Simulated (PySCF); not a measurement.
# `CO[C@]12C[C@H](C[C@@H]1F)C2`, C₇H₁₁FO

Geometry (Å), atoms numbered from 1 in this order:
```xyz
20

C     2.6152   -0.1213   -0.0247
O     1.5924    0.5771   -0.7075
C     0.3056    0.2943   -0.2782
C    -0.1873    0.5099    1.1744
C    -1.5534    0.5947    0.4747
C    -1.7395   -0.8371   -0.0339
C    -0.3271   -1.0784   -0.5980
F     0.2977   -2.1157    0.0666
C    -0.8264    1.2427   -0.7127
H     2.5546    0.0509    1.0543
H     3.5531    0.2769   -0.4061
H     2.5679   -1.1960   -0.2178
H     0.1465    1.4560    1.5903
H    -0.0337   -0.3019    1.8816
H    -2.4077    1.0670    0.9489
H    -1.9552   -1.5439    0.7666
H    -2.5124   -0.9157   -0.7964
H    -0.2893   -1.3358   -1.6600
H    -1.2439    1.1034   -1.7069
H    -0.5623    2.2835   -0.5539
```

The calculation used GIAO HF/def2-SVP magnetisability, rotational g tensor and spin-rotation constants, non-relativistic, gas phase (PySCF). Geometry: GFN2-xTB.

Task: Give the nuclear spin-rotation constants along the inertial axes (H = +C I·J) beside the isotropic shieldings.

Result: Rotational constants 2.4750, 1.6993, 1.2704 GHz. A star marks the isotopologue with that one atom substituted, in its own axes.
```tsv
atom	isotope	Caa (kHz)	Cbb (kHz)	Ccc (kHz)	mean (kHz)	σ (ppm)
F8	19F	0.172	0.606	0.365	0.381	430.1
H10	1H	-0.245	-0.195	0.051	-0.130	29.3
H11	1H	0.036	-0.143	-0.123	-0.077	28.9
H12	1H	-0.243	0.060	-0.128	-0.104	28.9
H13	1H	-0.277	-0.026	-0.102	-0.135	31.1
H14	1H	-0.279	-0.072	-0.055	-0.135	30.7
H15	1H	-0.029	-0.158	-0.119	-0.102	30.6
H16	1H	-0.249	-0.093	-0.061	-0.134	30.8
H17	1H	-0.118	-0.196	-0.045	-0.120	30.6
H18	1H	-0.260	-0.166	0.069	-0.119	27.8
H19	1H	-0.272	-0.200	0.018	-0.151	31.4
H20	1H	-0.290	0.057	-0.156	-0.130	31.0
C1	13C*	0.377	0.285	0.212	0.291	152.4
O2	17O*	-0.139	-0.088	-0.041	-0.089	338.7
C3	13C*	0.413	0.379	0.275	0.355	127.5
C4	13C*	0.331	0.211	0.200	0.247	169.9
C5	13C*	0.337	0.193	0.148	0.226	180.3
C6	13C*	0.372	0.222	0.178	0.257	168.4
C7	13C*	0.587	0.327	0.281	0.398	117.1
C9	13C*	0.330	0.267	0.187	0.261	164.7
```
For the geometry as given, no vibrational averaging.
